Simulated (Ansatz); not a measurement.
Members of the series SiXY, Y = amino; each row names its spin state. Gas-phase values, no solvent. One relaxed conformer stands for each flexible species; it need not be the lowest. Strings in code marks are SMILES.

Quantity: adiabatic spin-state energy, in eV. HF references are unrestricted for open shells and restricted for singlets.

Case: `N[Si][AlH2]`: multiplicity 3 minus multiplicity 1. The other species in the difference include `N[Si][AlH2]` (neutral, multiplicity 1). Geometry of `[AlH2][Si]N` (neutral, multiplicity 3, Å):

```xyz
7

N     -1.7621    -0.3937     0.1513
Si    -0.1943    -1.0089    -0.1434
Al     1.7679     0.3328    -0.1558
H     -1.9614     0.5814     0.3095
H     -2.5867    -0.9695     0.1798
H      3.1180    -0.4340    -0.4559
H      1.6186     1.8918     0.1144
```

Task: Estimate the adiabatic spin-state energy that frozen-core CCSD(T)/6-31g // PBE0-D3(BJ)/def2-TZVP (Ansatz, a first-principles code) returns for this input.

Result: 0.77 eV.
